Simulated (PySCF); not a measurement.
H5BOSi (SMILES OB[SiH3]), singlet, geometry from GFN2-xTB. Base run: PySCF with BLYP/6-31G*, TDA.

The PySCF input:
```python
from pyscf import gto, scf, dft, tdscf

mol = gto.Mole()
mol.atom = '''
    B    -0.054004   -0.853100    0.390198
    H    -0.803157   -1.740603    0.599267
    O     1.171481   -1.100289    0.851389
    H     1.852958   -0.435875    0.728756
    Si   -0.573531    0.808208   -0.544585
    H    -1.666046    1.550193    0.098500
    H    -0.999786    0.606648   -1.936236
    H     0.543634    1.772538   -0.628207
'''
mol.basis = '6-31g*'
mol.charge = 0
mol.spin = 0
mol.verbose = 3
mol.build()

mf = dft.RKS(mol)
mf.xc = 'blyp'
mf.kernel()
td = mf.TDA()
td.nstates = 5
td.kernel()
td.analyze()
```

Variants of this job, named by their change:

| change | first excitation (eV) | oscillator strength of the first | second (eV) | core-seconds (rough) |
|---|---|---|---|---|
| base | 5.06 | 0.005 | 6.53 | 30 |
| functional = lc_wpbe | 5.46 | 0.006 | 8.10 | 40 |
| guess vectors = 13 for 5 states | 5.06 | 0.005 | 6.53 | 20 |
| states = triplets | 4.32 | - | 6.15 | 20 |
| nstates = 10 | 5.06 | 0.005 | 6.53 | 20 |
| functional = b3lyp | 5.29 | 0.006 | 7.23 | 30 |
| response = full linear response | 5.03 | 0.003 | 6.51 | 20 |
| functional = bhandhlyp | 5.59 | 0.008 | 7.97 | 20 |
| functional = camb3lyp | 5.38 | 0.006 | 7.66 | 40 |
| functional = pbe | 5.02 | 0.004 | 6.46 | 20 |
| functional = wb97x | 5.48 | 0.006 | 7.94 | 50 |

An iterative solver can miss low states, so a row lists the states that it found.
